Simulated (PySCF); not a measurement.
Species: C7H11N.
Numbering: `[H]/[N:8]=[CH:7]\[CH2:6][C@@H:5]1[C:2](=[CH2:1])[CH2:3][CH2:4]1` (hydrogens: H9, H10 on C1; H11, H12 on C3; H13, H14 on C4; H15 on C5; H16, H17 on C6; H18 on C7; H19 on N8)

The same species was optimised twice, with GFN2-xTB and with PBE0-D3(BJ)/def2-SVP (PySCF), and the same property calculations (PySCF, gas phase) were run on both structures.

```tsv
coordinate	GFN2-xTB	PBE0-D3(BJ)/def2-SVP	change
C7=N8 (Å)	1.253	1.267	+0.014
C1=C2 (Å)	1.316	1.330	+0.014
C3–C4 (Å)	1.540	1.547	+0.007
C5–C6 (Å)	1.528	1.521	-0.007
C2–C3 (Å)	1.505	1.511	+0.006
C4–C5 (Å)	1.544	1.550	+0.006
C2–C5 (Å)	1.510	1.516	+0.006
C6–C7 (Å)	1.499	1.500	+0.001
C2–C5–C6 (°)	115.6	119.0	+3.4
C4–C5–C6 (°)	116.1	119.4	+3.3
C2–C3–C4 (°)	88.9	87.7	-1.2
C2–C5–C4 (°)	88.5	87.4	-1.1
C3–C4–C5 (°)	89.9	88.9	-1.0
C3–C2–C5 (°)	92.5	91.6	-0.9
C5–C6–C7 (°)	111.2	111.7	+0.5
C1–C2–C3 (°)	133.9	134.4	+0.5
C4–C5–C6–C7 (°)	71	67	-4
C5–C6–C7–N8 (°)	-127	-116	+11
```

Rotational constants: A = 4270, B = 1208, C = 1019 MHz (GFN2-xTB) against A = 4179, B = 1218, C = 1018 MHz (PBE0-D3(BJ)/def2-SVP). Point groups within 0.08 Å: C1 and C1.

On the GFN2-xTB structure: isotropic polarisability (au) 88.1 [wB97X-D/def2-SVPD]; HOMO (eV) -9.01 [wB97X-D/def2-SVPD]; LUMO (eV) 1.55 [wB97X-D/def2-SVPD]; dipole (D) 2.28 [wB97X-D/def2-SVPD]; HOMO (eV) -7.07 [PBE0/pcSseg-1]; LUMO (eV) -0.14 [PBE0/pcSseg-1]; dipole (D) 2.22 [PBE0/pcSseg-1]; GIAO shielding of C1 (ppm) 72.8 [PBE0/pcSseg-1]; GIAO shielding of C2 (ppm) 25.0 [PBE0/pcSseg-1]; GIAO shielding of C3 (ppm) 158.0 [PBE0/pcSseg-1]; GIAO shielding of C4 (ppm) 163.9 [PBE0/pcSseg-1]; GIAO shielding of C5 (ppm) 146.2 [PBE0/pcSseg-1]; GIAO shielding of C6 (ppm) 132.9 [PBE0/pcSseg-1]; GIAO shielding of C7 (ppm) 10.1 [PBE0/pcSseg-1]; GIAO shielding of N8 (ppm) -98.4 [PBE0/pcSseg-1].

Question: What do these properties become on the PBE0-D3(BJ)/def2-SVP structure?

Answer: 
```json
{"property": "isotropic polarisability (au)", "level": "wB97X-D/def2-SVPD", "on GFN2-xTB": "88.1", "on PBE0-D3(BJ)/def2-SVP": "89.7", "change": "+1.6"}
{"property": "HOMO (eV)", "level": "wB97X-D/def2-SVPD", "on GFN2-xTB": "-9.01", "on PBE0-D3(BJ)/def2-SVP": "-9.10", "change": "-0.09"}
{"property": "LUMO (eV)", "level": "wB97X-D/def2-SVPD", "on GFN2-xTB": "1.55", "on PBE0-D3(BJ)/def2-SVP": "1.57", "change": "+0.02"}
{"property": "dipole (D)", "level": "wB97X-D/def2-SVPD", "on GFN2-xTB": "2.28", "on PBE0-D3(BJ)/def2-SVP": "2.35", "change": "+0.07"}
{"property": "energy, GFN2-xTB geometry as zero (kcal/mol)", "level": "wB97X-D/def2-SVPD", "on GFN2-xTB": "0.0", "on PBE0-D3(BJ)/def2-SVP": "-1.8", "change": "-1.8"}
{"property": "HOMO (eV)", "level": "PBE0/pcSseg-1", "on GFN2-xTB": "-7.07", "on PBE0-D3(BJ)/def2-SVP": "-7.21", "change": "-0.14"}
{"property": "LUMO (eV)", "level": "PBE0/pcSseg-1", "on GFN2-xTB": "-0.14", "on PBE0-D3(BJ)/def2-SVP": "-0.13", "change": "+0.01"}
{"property": "dipole (D)", "level": "PBE0/pcSseg-1", "on GFN2-xTB": "2.22", "on PBE0-D3(BJ)/def2-SVP": "2.28", "change": "+0.06"}
{"property": "energy, GFN2-xTB geometry as zero (kcal/mol)", "level": "PBE0/pcSseg-1", "on GFN2-xTB": "0.0", "on PBE0-D3(BJ)/def2-SVP": "-1.5", "change": "-1.5"}
{"property": "GIAO shielding of C1 (ppm)", "level": "PBE0/pcSseg-1", "on GFN2-xTB": "72.8", "on PBE0-D3(BJ)/def2-SVP": "73.9", "change": "+1.1"}
{"property": "GIAO shielding of C2 (ppm)", "level": "PBE0/pcSseg-1", "on GFN2-xTB": "25.0", "on PBE0-D3(BJ)/def2-SVP": "22.2", "change": "-2.8"}
{"property": "GIAO shielding of C3 (ppm)", "level": "PBE0/pcSseg-1", "on GFN2-xTB": "158.0", "on PBE0-D3(BJ)/def2-SVP": "152.9", "change": "-5.1"}
{"property": "GIAO shielding of C4 (ppm)", "level": "PBE0/pcSseg-1", "on GFN2-xTB": "163.9", "on PBE0-D3(BJ)/def2-SVP": "159.0", "change": "-4.9"}
{"property": "GIAO shielding of C5 (ppm)", "level": "PBE0/pcSseg-1", "on GFN2-xTB": "146.2", "on PBE0-D3(BJ)/def2-SVP": "142.5", "change": "-3.7"}
{"property": "GIAO shielding of C6 (ppm)", "level": "PBE0/pcSseg-1", "on GFN2-xTB": "132.9", "on PBE0-D3(BJ)/def2-SVP": "133.3", "change": "+0.4"}
{"property": "GIAO shielding of C7 (ppm)", "level": "PBE0/pcSseg-1", "on GFN2-xTB": "10.1", "on PBE0-D3(BJ)/def2-SVP": "5.9", "change": "-4.2"}
{"property": "GIAO shielding of N8 (ppm)", "level": "PBE0/pcSseg-1", "on GFN2-xTB": "-98.4", "on PBE0-D3(BJ)/def2-SVP": "-101.2", "change": "-2.8"}
```

The heavy atoms differ by 0.140 Å rms after alignment. Among bonds between heavy atoms C1=C2 and C7=N8 change most and about equally (+0.014 Å). Changes are differences of the printed values. Neither structure is proved a minimum here.

Shape of the structure used: `[H]/[N:8]=[CH:7]\[CH2:6][C@@H:5]1[C:2](=[CH2:1])[CH2:3][CH2:4]1`: C4–C5–C6–C7 67°, C5–C6–C7–N8 -116°.

Note: wB97X-D ran without an empirical dispersion term, which enters the total energy and its gradient alone.
